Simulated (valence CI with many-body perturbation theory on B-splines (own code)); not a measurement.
# Ru³⁷⁺: electric-dipole lines

Level of theory: relativistic CI+MBPT: five valence electrons over a frozen Dirac-Fock core [He], a basis of 11 s, 11 p, 10 d, 8 f, 5 g, 2 h functions for each j, with the one-electron correlation potential Σ1 (screened to all orders), the two-electron term Σ2, the three-electron term Σ3, Breit, model QED; selected single and double excitations, second order for the rest, scaled by the run's own slope (own B-spline code, finite nucleus).

The last digits are not significant, and no measured levels were compared; by estimate large intervals hold to a few tenths of a per cent, small ones and those within an open d or f shell to about a per cent. Among the levels kept, up to 11000 cm⁻¹ of a level comes from second order outside the variational space, and about a tenth of that is noise between levels of different J, which matters for small intervals.

Lines 51 to 100 of 571 in falling wavelength, among levels below 29417 × 10³ cm⁻¹, chosen from the strongest by gf and those to the six lowest levels. Wavelengths and rates use the calculated energies. Electric multipoles are in the length gauge, E1 and E2 with the static RPA response of the core. Weak lines are less certain than strong ones. Lines between different terms over intervals too small for the method are left out, as are lines whose strength nearly cancels. The highest levels of a list are the least certain.

Levels are named by their leading jj configuration (3d3/2^4 stands for four electrons in 3d with j = 3/2), which in mixed levels can hold well under half, so a name can repeat and another be missing. Letters in brackets count levels of one name in rising energy.

| λ vac (Å) | Upper | Lower | A (s⁻¹) | S (a.u.) with core polarisation | S without |
| --- | --- | --- | --- | --- | --- |
| 180.7 | (2s 2p1/2 2p3/2^2 3d5/2) J=7/2 [c] | (2s 2p1/2 2p3/2^2 3p3/2) J=5/2 [c] | 5.20e+09 | 1.21e-01 | 1.21e-01 |
| 180.0 | (2s^2 2p1/2 2p3/2 3p1/2) J=3/2 [b] | (2s^2 2p1/2 2p3/2 3s) J=5/2 | 6.60e+09 | 7.60e-02 | 7.60e-02 |
| 179.8 | (2s 2p1/2 2p3/2^2 3p1/2) J=3/2 [d] | (2s 2p1/2 2p3/2^2 3s) J=5/2 [c] | 4.90e+09 | 5.62e-02 | 5.62e-02 |
| 179.2 | (2s 2p1/2 2p3/2^2 3d3/2) J=7/2 [a] | (2s 2p1/2 2p3/2^2 3p3/2) J=5/2 [a] | 5.10e+09 | 1.16e-01 | 1.16e-01 |
| 178.8 | (2s 2p1/2 2p3/2^2 3p1/2) J=5/2 [b] | (2s 2p1/2 2p3/2^2 3s) J=7/2 | 7.02e+09 | 1.19e-01 | 1.19e-01 |
| 178.5 | (2s^2 2p1/2^2 3d5/2) J=5/2 | (2s^2 2p1/2^2 3p3/2) J=3/2 | 8.96e+09 | 1.51e-01 | 1.51e-01 |
| 178.2 | (2s^2 2p1/2 2p3/2 3d5/2) J=7/2 [b] | (2s^2 2p1/2 2p3/2 3p3/2) J=5/2 [b] | 7.56e+09 | 1.69e-01 | 1.69e-01 |
| 177.5 | (2s 2p1/2 2p3/2^2 3d5/2) J=5/2 [f] | (2s 2p1/2 2p3/2^2 3p3/2) J=3/2 [d] | 3.46e+09 | 5.73e-02 | 5.73e-02 |
| 174.1 | (2s^2 2p3/2^2 3d5/2) J=5/2 [b] | (2s 2p1/2 2p3/2^2 3s) J=3/2 [a] | 4.02e+09 | 6.29e-02 | 6.29e-02 |
| 171.7 | (2s 2p1/2^2 2p3/2 3d5/2) J=5/2 [a] | (2s 2p1/2^2 2p3/2 3p3/2) J=3/2 [a] | 6.48e+09 | 9.71e-02 | 9.71e-02 |
| 171.0 | (2s 2p1/2^2 2p3/2 3d5/2) J=7/2 [a] | (2s 2p1/2^2 2p3/2 3p3/2) J=5/2 [a] | 9.43e+09 | 1.86e-01 | 1.86e-01 |
| 170.3 | (2s^2 2p1/2 2p3/2 3d5/2) J=3/2 [a] | (2s^2 2p1/2 2p3/2 3p3/2) J=1/2 [a] | 5.79e+09 | 5.64e-02 | 5.64e-02 |
| 166.4 | (2s^2 2p1/2 2p3/2 3d5/2) J=5/2 [c] | (2s^2 2p1/2 2p3/2 3p3/2) J=3/2 [b] | 7.27e+09 | 9.91e-02 | 9.91e-02 |
| 166.0 | (2s 2p1/2^2 2p3/2 3d5/2) J=3/2 [a] | (2s 2p1/2^2 2p3/2 3p3/2) J=3/2 [a] | 5.76e+09 | 5.20e-02 | 5.20e-02 |
| 165.8 | (2s 2p1/2 2p3/2^2 3p3/2) J=5/2 [a] | (2s^2 2p3/2^2 3p3/2) J=3/2 [b] | 3.30e+09 | 4.45e-02 | 4.45e-02 |
| 165.7 | (2s 2p1/2 2p3/2^2 3d5/2) J=3/2 [d] | (2s 2p1/2 2p3/2^2 3p3/2) J=1/2 [c] | 5.90e+09 | 5.29e-02 | 5.29e-02 |
| 165.4 | (2s^2 2p1/2 2p3/2 3d5/2) J=5/2 [b] | (2s^2 2p1/2 2p3/2 3p3/2) J=3/2 [a] | 4.48e+09 | 6.00e-02 | 6.00e-02 |
| 158.0 | (2s 2p1/2 2p3/2^2 3p3/2) J=5/2 [a] | (2s 2p1/2 2p3/2^2 3s) J=3/2 [a] | 4.92e+09 | 5.75e-02 | 5.75e-02 |
| 156.3 | (2s 2p1/2 2p3/2^2 3p3/2) J=7/2 [b] | (2s 2p1/2 2p3/2^2 3s) J=5/2 [b] | 8.19e+09 | 1.23e-01 | 1.23e-01 |
| 155.2 | (2s 2p1/2^2 2p3/2 3p3/2) J=3/2 [a] | (2s 2p1/2^2 2p3/2 3s) J=3/2 [a] | 1.32e+10 | 9.71e-02 | 9.72e-02 |
| 149.0 | (2s 2p1/2 2p3/2^2 3d3/2) J=7/2 [b] | (2s 2p1/2 2p3/2^2 3p1/2) J=5/2 [b] | 4.57e+09 | 5.96e-02 | 5.96e-02 |
| 147.7 | (2s 2p1/2 2p3/2^2 3d5/2) J=7/2 [b] | (2s 2p1/2 2p3/2^2 3p3/2) J=7/2 [b] | 4.39e+09 | 5.59e-02 | 5.59e-02 |
| 147.4 | (2s^2 2p3/2^2 3p3/2) J=5/2 | (2s^2 2p3/2^2 3s) J=3/2 | 9.05e+09 | 8.59e-02 | 8.59e-02 |
| 147.3 | (2s 2p1/2 2p3/2^2 3p3/2) J=3/2 [b] | (2s 2p1/2 2p3/2^2 3s) J=5/2 [b] | 1.15e+10 | 7.25e-02 | 7.26e-02 |
| 147.1 | (2s 2p3/2^3 3p3/2) J=3/2 | (2s 2p3/2^3 3s) J=3/2 [a] | 1.14e+10 | 7.18e-02 | 7.18e-02 |
| 142.5 | (2s 2p1/2 2p3/2^2 3d3/2) J=5/2 [c] | (2s 2p1/2 2p3/2^2 3p1/2) J=3/2 [d] | 6.11e+09 | 5.23e-02 | 5.23e-02 |
| 142.4 | (2s 2p1/2 2p3/2^2 3d5/2) J=5/2 [b] | (2s 2p1/2 2p3/2^2 3p1/2) J=3/2 [b] | 4.85e+09 | 4.15e-02 | 4.15e-02 |
| 142.2 | (2s 2p3/2^3 3p3/2) J=5/2 | (2s 2p3/2^3 3s) J=3/2 [a] | 6.00e+09 | 5.11e-02 | 5.12e-02 |
| 141.8 | (2s 2p1/2 2p3/2^2 3d3/2) J=5/2 [b] | (2s 2p1/2 2p3/2^2 3p1/2) J=5/2 [b] | 7.36e+09 | 6.21e-02 | 6.21e-02 |
| 141.8 | (2s 2p1/2 2p3/2^2 3p3/2) J=7/2 [c] | (2s 2p1/2 2p3/2^2 3s) J=5/2 [c] | 2.10e+10 | 2.36e-01 | 2.36e-01 |
| 140.9 | (2s 2p1/2 2p3/2^2 3p3/2) J=5/2 [c] | (2s 2p1/2 2p3/2^2 3s) J=3/2 [b] | 1.92e+10 | 1.59e-01 | 1.59e-01 |
| 140.3 | (2s 2p1/2^2 2p3/2 3p3/2) J=5/2 [a] | (2s 2p1/2^2 2p3/2 3s) J=3/2 [a] | 1.46e+10 | 1.20e-01 | 1.20e-01 |
| 140.2 | (2s 2p1/2^2 2p3/2 3p3/2) J=5/2 [b] | (2s 2p1/2^2 2p3/2 3s) J=3/2 [b] | 2.27e+10 | 1.85e-01 | 1.85e-01 |
| 139.2 | (2s 2p1/2 2p3/2^2 3d3/2) J=5/2 [a] | (2s 2p1/2 2p3/2^2 3p1/2) J=5/2 [a] | 8.05e+09 | 6.44e-02 | 6.44e-02 |
| 138.0 | (2s 2p3/2^3 3p3/2) J=7/2 | (2s 2p3/2^3 3s) J=5/2 | 2.28e+10 | 2.36e-01 | 2.36e-01 |
| 137.8 | (2s 2p1/2 2p3/2^2 3p3/2) J=3/2 [d] | (2s 2p1/2 2p3/2^2 3s) J=1/2 [b] | 1.32e+10 | 6.83e-02 | 6.83e-02 |
| 137.7 | (2s^2 2p3/2^2 3p3/2) J=5/2 | (2s^2 2p3/2^2 3s) J=5/2 | 8.83e+09 | 6.82e-02 | 6.82e-02 |
| 137.6 | (2s 2p1/2 2p3/2^2 3d3/2) J=3/2 [b] | (2s 2p1/2 2p3/2^2 3p1/2) J=5/2 [b] | 1.28e+10 | 6.61e-02 | 6.61e-02 |
| 137.5 | (2s 2p1/2 2p3/2^2 3p3/2) J=5/2 [d] | (2s 2p1/2 2p3/2^2 3s) J=3/2 [d] | 4.95e+09 | 3.81e-02 | 3.81e-02 |
| 137.4 | (2s^2 2p1/2 2p3/2 3p3/2) J=5/2 [a] | (2s^2 2p1/2 2p3/2 3s) J=3/2 [a] | 2.08e+10 | 1.60e-01 | 1.60e-01 |
| 137.1 | (2s 2p1/2 2p3/2^2 3d3/2) J=3/2 [e] | (2s 2p1/2 2p3/2^2 3p1/2) J=3/2 [d] | 7.30e+09 | 3.71e-02 | 3.71e-02 |
| 137.0 | (2s 2p1/2^2 2p3/2 3d3/2) J=5/2 [a] | (2s 2p1/2^2 2p3/2 3p1/2) J=5/2 | 9.41e+09 | 7.16e-02 | 7.16e-02 |
| 136.9 | (2s^2 2p3/2^2 3d5/2) J=5/2 [a] | (2s^2 2p3/2^2 3p3/2) J=5/2 | 5.81e+09 | 4.42e-02 | 4.42e-02 |
| 136.8 | (2s^2 2p3/2^2 3p3/2) J=7/2 | (2s^2 2p3/2^2 3s) J=5/2 | 1.96e+10 | 1.98e-01 | 1.98e-01 |
| 136.8 | (2s 2p1/2^2 2p3/2 3p3/2) J=7/2 | (2s 2p1/2^2 2p3/2 3s) J=5/2 | 2.69e+10 | 2.72e-01 | 2.72e-01 |
| 136.7 | (2s 2p1/2 2p3/2^2 3p3/2) J=9/2 | (2s 2p1/2 2p3/2^2 3s) J=7/2 | 2.39e+10 | 3.02e-01 | 3.02e-01 |
| 135.7 | (2s^2 2p1/2 2p3/2 3p3/2) J=7/2 | (2s^2 2p1/2 2p3/2 3s) J=5/2 | 2.43e+10 | 2.40e-01 | 2.40e-01 |
| 135.5 | (2s 2p1/2^2 2p3/2 3d3/2) J=7/2 | (2s 2p1/2^2 2p3/2 3p1/2) J=5/2 | 1.24e+10 | 1.22e-01 | 1.22e-01 |
| 135.4 | (2s 2p1/2 2p3/2^2 3p3/2) J=7/2 [b] | (2s 2p1/2 2p3/2^2 3s) J=7/2 | 1.04e+10 | 1.02e-01 | 1.02e-01 |
| 135.1 | (2s 2p1/2 2p3/2^2 3p3/2) J=7/2 [a] | (2s 2p1/2 2p3/2^2 3s) J=5/2 [a] | 2.55e+10 | 2.48e-01 | 2.48e-01 |
